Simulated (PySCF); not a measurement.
Job file and geometry (Å, from GFN2-xTB) of an NMR shielding run on SMILES CCCC(C)(C)S(=O)(=O)Cl, C6H13ClO2S, GIAO PBE0/pcSseg-1 NMR shielding, non-relativistic, gas phase in PySCF 2.14.0, density-fitted response routines; density fitting, a coarse starting grid and PySCF grid level 2 are the driver's defaults:

```
$ OMP_NUM_THREADS=1 python probes_run.py task.json out

{"job": {"kind": "nmr", "xc": "PBE0", "basis": "pcSseg-1"}, "charge": 0, "multiplicity": 1}
C      2.903052     0.214930     0.854897
C      1.715088    -0.350149     0.086467
C      0.434024     0.414307     0.431889
C     -0.802274    -0.088928    -0.286145
C     -0.787301     0.120122    -1.787316
C     -1.268925    -1.467345     0.116726
S     -2.149955     1.057178     0.231923
O     -3.412516     0.636030    -0.288376
O     -1.765099     2.420396     0.046314
Cl    -2.261717     0.777183     2.252594
H      2.733767     0.141905     1.926443
H      3.056849     1.261435     0.603150
H      3.809521    -0.333600     0.611409
H      1.591178    -1.404231     0.339273
H      1.913361    -0.277576    -0.983805
H      0.265876     0.347319     1.509564
H      0.565785     1.470111     0.184109
H     -0.523642     1.149623    -2.020238
H     -1.775598    -0.082931    -2.195114
H     -0.070791    -0.546889    -2.263218
H     -0.632267    -2.232521    -0.323115
H     -1.256095    -1.579441     1.198625
H     -2.287071    -1.619943    -0.235976
```

Task: Write the output of this run.

Result: 
```
coarse grid: 20000 points
cycle   1  E = -1244.0892195181  dE =  1.934e+00  |g| = 1.190e+00  |ddm| = 4.428e+00
cycle   2  E = -1243.3711161317  dE =  7.181e-01  |g| = 2.311e+00  |ddm| = 2.984e+00
cycle   3  E = -1244.3464447201  dE = -9.753e-01  |g| = 2.243e-01  |ddm| = 2.260e+00
cycle   4  E = -1244.3576133962  dE = -1.117e-02  |g| = 8.516e-02  |ddm| = 3.267e-01
cycle   5  E = -1244.3592052827  dE = -1.592e-03  |g| = 2.162e-02  |ddm| = 9.432e-02
cycle   6  E = -1244.3593104899  dE = -1.052e-04  |g| = 5.101e-03  |ddm| = 2.905e-02
cycle   7  E = -1244.3593146807  dE = -4.191e-06  |g| = 2.742e-03  |ddm| = 5.946e-03
final grid: 182992 points
cycle   8  E = -1244.4420265091  dE = -6.853e-05  |g| = 1.415e-02  |ddm| = 5.097e-02
cycle   9  E = -1244.4419647902  dE =  6.172e-05  |g| = 2.230e-02  |ddm| = 3.308e-02
cycle  10  E = -1244.4420677182  dE = -1.029e-04  |g| = 3.678e-03  |ddm| = 2.238e-02
cycle  11  E = -1244.4420702695  dE = -2.551e-06  |g| = 5.305e-04  |ddm| = 3.201e-03
cycle  12  E = -1244.4420703147  dE = -4.518e-08  |g| = 3.147e-04  |ddm| = 8.067e-04
cycle  13  E = -1244.4420703325  dE = -1.777e-08  |g| = 7.576e-05  |ddm| = 2.914e-04
cycle  14  E = -1244.4420703335  dE = -1.018e-09  |g| = 2.512e-05  |ddm| = 9.168e-05
cycle  15  E = -1244.4420703336  dE = -1.278e-10  |g| = 3.577e-06  |ddm| = 2.117e-05
converged SCF energy = -1244.4420703336

GIAO shielding tensors (ppm)
atom      isotropic    diamagn.    paramagn.     s11        s22        s33       span
  0 C      170.197     245.065     -74.868    159.333    162.902    188.356     29.022
  1 C      166.239     247.900     -81.660    158.651    168.453    171.615     12.964
  2 C      146.390     252.715    -106.325    130.651    142.388    166.130     35.479
  3 C      104.462     255.637    -151.175     76.259     79.569    157.557     81.298
  4 C      167.637     248.905     -81.268    152.058    161.383    189.471     37.413
  5 C      165.471     248.540     -83.069    148.709    159.774    187.931     39.222
  6 S      109.918    1049.909    -939.991      7.683    104.225    217.845    210.163
  7 O       61.397     397.663    -336.267    -41.687     57.674    168.202    209.889
  8 O       56.753     401.195    -344.442    -44.904     42.454    172.710    217.614
  9 Cl     461.175    1147.670    -686.495    103.547    271.957   1008.022    904.475
 10 H       30.719      29.122       1.598     26.097     29.286     36.775     10.677
 11 H       30.694      29.106       1.588     26.085     29.038     36.959     10.874
 12 H       30.345      27.210       3.135     25.383     27.314     38.339     12.956
 13 H       30.571      32.908      -2.337     24.479     31.988     35.246     10.766
 14 H       30.502      32.982      -2.479     24.360     31.922     35.226     10.866
 15 H       29.799      34.618      -4.818     24.094     31.491     33.814      9.719
 16 H       29.726      35.407      -5.680     24.701     31.473     33.006      8.305
 17 H       30.346      32.044      -1.698     26.357     28.298     36.384     10.027
 18 H       30.046      31.678      -1.632     25.375     28.920     35.843     10.468
 19 H       30.423      31.831      -1.408     25.880     28.945     36.445     10.565
 20 H       30.472      31.739      -1.267     26.116     28.715     36.586     10.470
 21 H       30.253      31.540      -1.287     26.256     29.246     35.257      9.001
 22 H       29.778      31.775      -1.998     25.505     28.469     35.359      9.853
```

Task: Turn these shieldings into chemical shifts. δ = σ(ref) − σ, references computed at the same level: 13C (σ = 186.93 ppm), 1H (σ = 31.72 ppm) vs TMS; 33S (σ = 503.73 ppm) against CS2; 17O (σ = 336.08 ppm) against H2O; 35Cl (σ = 949.78 ppm) against HCl.

Result: Averaging equivalent atoms: C 3: 82.5; C 2: 40.5; C 1: 20.7; C 4/5: 20.4; C 0: 16.7; S 6: 394; O 7/8: 277.0; Cl 9: 489; H 15/16: 1.95; H 17/18/19/20/21/22: 1.50; H 13/14: 1.18; H 10/11/12: 1.13 ppm. Unscaled 17O shifts of doubly bonded oxygen tend to come out too high, by tens of ppm or more. Experimental scales use liquid or dissolved standards, which lie at an offset from isolated H2O (liquid H2O: subtract about 36 ppm).

Size and cost of the density-fitted run: 249 basis functions, roughly 3 core-minutes.
